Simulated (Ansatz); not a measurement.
C₂H₈N₂W (`[CH3][W]([CH3])(=[NH])=[NH]`), one more setting.

```yaml
crystal:
  periodic: [false, false, false]
  atoms:
    - {symbol: C, position_ang: [-1.876186, 0.691809, -0.371807]}
    - {symbol: W, position_ang: [0.293777, 0.227970, -0.169788]}
    - {symbol: C, position_ang: [0.714739, -1.593090, 1.043205]}
    - {symbol: N, position_ang: [0.943908, -0.081006, -1.859884]}
    - {symbol: N, position_ang: [1.076724, 1.648877, 0.691894]}
    - {symbol: H, position_ang: [-2.078735, 1.629384, -1.000373]}
    - {symbol: H, position_ang: [-2.408409, -0.194082, -0.877407]}
    - {symbol: H, position_ang: [-2.327392, 0.862449, 0.672657]}
    - {symbol: H, position_ang: [1.834687, -1.819910, 1.140051]}
    - {symbol: H, position_ang: [0.211485, -2.502649, 0.550231]}
    - {symbol: H, position_ang: [0.290468, -1.450090, 2.103014]}
    - {symbol: H, position_ang: [1.572651, 0.119836, -2.687472]}
    - {symbol: H, position_ang: [1.752282, 2.460493, 0.765679]}
basis:
  gaussian: {orbitals: ANO-RCC-VTZP, final_grid: {core_spheres: 20, valence_spheres: 16, degree: 47}}
hamiltonian: {xc: {name: CAM-B3LYP}}
```

```sh
$ ansatz run in.yaml --threads 4 --pin off --events-out ev --progress --plain --max-ram 11315MiB
```

It prints (some lines left out):

```
Functional definition: CAM-B3LYP
2585 factors; their error is unknown
549 factors; integrals over basis functions are off by at most 1.9e-5 eV
mean field evaluation 1: about -444528.7727 eV, gradient 1.2e2 eV
mean field evaluation 2: about -444385.4254 eV, gradient 3.3e2 eV
mean field evaluation 4: about -444552.8713 eV, gradient 1.3e1 eV
mean field evaluation 8: about -444553.0703 eV, gradient 1.4e-1 eV
mean field evaluation 16: about -444553.4454 eV, gradient 5.6e-4 eV
mean field -444553.44539685 eV, -16337.0377891862 hartree, gradient 6.6e-5 eV, S^2 0.000000; 0 other end points of the search recorded, 0 dependent functions left out
reference -444553.44557228 eV, -16337.0377956332 hartree; 54, 54 occupied and 282, 282 virtual orbitals, 2585 factors
Total energy: -444553.44557228 eV, -16337.0377956332 hartree
Relativity: scalar
```

It took 38 s on 4 threads of an Arm Neoverse V2 on a shared host, with 2 GiB of host memory at the peak.
